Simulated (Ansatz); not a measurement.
Reaction (ligand exchange at the Si–O bond): `O[SiH](O)O[SiH](F)F` + silanol → `F[SiH](F)O[SiH3]` + `O[SiH](O)O`

Program: Ansatz. Geometries: PBE0-D4/def2-TZVP. ΔE: electronic, gas phase. CCSD(T)/CBS is the MP2 limit (def2-TZVPP, def2-QZVPP) plus CCSD(T) − MP2 in def2-TZVPP, frozen cores. This one scheme is used for every species. Functionals use def2-TZVPP. HSE06 is defined as in plane-wave codes. One conformer a species, not always the lowest.

`O[SiH](O)O[SiH](F)F`:

Cartesian coordinates in Å:
```
O -1.186 0.255 1.764
Si -0.087 0.955 0.777
O 1.452 0.670 1.228
O -0.416 0.319 -0.692
Si -0.159 -0.913 -1.684
F 0.874 -1.912 -1.010
F 0.510 -0.391 -3.015
H -1.149 0.469 2.697
H -0.223 2.417 0.715
H 1.773 -0.234 1.238
H -1.389 -1.634 -2.018
```

`O[SiH3]`:

Z-matrix (Å, degrees):
```
Si
O 1 1.648
H 1 1.489 2 111.7
H 1 1.489 2 111.7 3 120.9
H 1 1.481 2 105.9 3 -119.6
H 2 0.957 1 117.9 3 -60.5
```

`F[SiH](F)O[SiH3]`:

Z-matrix (Å, degrees):
```
Si
F 1 1.582
O 1 1.599 2 110.0
F 1 1.582 2 106.6 3 119.3
H 1 1.464 2 109.5 3 -122.4
Si 3 1.645 1 153.2 2 58.6
H 6 1.483 3 109.5 1 60.1
H 6 1.483 3 109.5 1 -60.5
H 6 1.481 3 107.6 1 179.8
```

`O[SiH](O)O`:

```xyz
8

O     0.293   -1.569   -0.382
Si   -0.213   -0.144    0.227
O    -0.547    0.997   -0.904
O     0.980    0.500    1.138
H     1.176   -1.604   -0.754
H    -1.426   -0.482    0.997
H    -1.293    0.847   -1.486
H     1.030    1.456    1.164
```

| level | ΔE (kJ/mol) | difference from CCSD(T)/CBS |
| --- | --- | --- |
| PBE-D4 | 0.3 | 1.5 |
| BLYP-D4 | 0.6 | 1.8 |
| PBE0-D4 | -0.2 | 1.0 |
| r2SCAN0-D4 | -0.6 | 0.6 |
| ωB97X-V | -0.7 | 0.5 |
| PBE0 | -2.0 | -0.8 |
| r2SCAN0 | -1.4 | -0.2 |
| HSE06 | -1.9 | -0.7 |
| MP2/def2-SVP | 1.0 | 2.2 |
| HF/def2-TZVPP | -3.5 | -2.3 |
| SCS-MP2/def2-TZVPP | -1.7 | -0.5 |
| CCSD/def2-TZVPP | -1.7 | -0.5 |
| CCSD(T)/def2-TZVPP | -1.1 | 0.1 |
| HF/def2-QZVPP | -3.6 | -2.4 |
| SCS-MP2/def2-QZVPP | -1.8 | -0.6 |
| CCSD/CBS(def2) | -1.8 | -0.6 |
| CCSD(T)/CBS | -1.2 | 0 |

Largest T1 diagnostic among the species: 0.012.

Leaving LDA and LC-ωPBE aside and taking each functional with its dispersion term where it has one, the values, not all of them listed here, spread over 3.1 kJ/mol, from B2PLYP to revPBE-D4.
